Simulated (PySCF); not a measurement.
Compound: 2,6-difluoropyridine, C₅H₃F₂N.
Bonds: F1–C2, C2–C3 (aromatic), C3–C4 (aromatic), C4–C5 (aromatic), C5–C6 (aromatic), C6–F7, C6–N8 (aromatic), C2–N8 (aromatic). Hydrogens: H9 on C3; H10 on C4; H11 on C5.

A GFN2-xTB structure was refined with PBE0-D3(BJ)/def2-TZVP geometry optimisation, gas phase in PySCF 2.14.0. Its GFN2-xTB values:

```
coordinate  GFN2-xTB
     F1–C2   1.327 Å
     C2–C3   1.391 Å
     C2–N8   1.329 Å
     C3–C4   1.432 Å
     C3–H9   1.063 Å
    C4–H10   1.080 Å
  F1–C2–C3    120.4°
  F1–C2–N8    115.1°
  C2–C3–C4    115.2°
  C2–N8–C6    117.3°
  C3–C2–N8    124.5°
  C3–C4–C5    119.8°
```

Question: How do these coordinates change at the PBE0-D3(BJ)/def2-TZVP level?

Answer: 
```
coordinate  PBE0-D3(BJ)/def2-TZVP (Å or °)  change
     C3–C4                           1.385  -0.047
     C2–N8                           1.309  -0.020
     C3–H9                           1.081  +0.018
     C2–C3                           1.383  -0.008
    C4–H10                           1.083  +0.003
     F1–C2                           1.327   0.000
  F1–C2–C3                           118.9    -1.5
  C2–C3–C4                           116.4    +1.2
  C3–C2–N8                           125.3    +0.8
  C2–N8–C6                           116.5    -0.8
  F1–C2–N8                           115.7    +0.6
  C3–C4–C5                           120.0    +0.2
```

The energy falls by 0.099 eV over 10 energy and gradient evaluations, the largest force component goes from 0.0506 to 9.2e-05 Eh/bohr, and the atoms move by 0.021 Å rms after alignment. The bond that changes most is C3–C4 (both ends aromatic CH carbon), which shortens by 0.047 Å. Bonds longer at the end by more than 0.005 Å: 5 of 11; shorter: 4. Rotational constants go from 3732, 1909, 1263 to 3787, 1922, 1275 MHz.

The run used 266 basis functions and 77 SCF cycles in all. On an AMD EPYC 9R14 with one thread, no GPU, shared host with 192 logical CPUs at a one-minute load of 82, this took 3.7 min of wall time and 1.3 GiB of memory at its peak.

PBE0-D3(BJ)/def2-TZVP frequencies: not computed here.
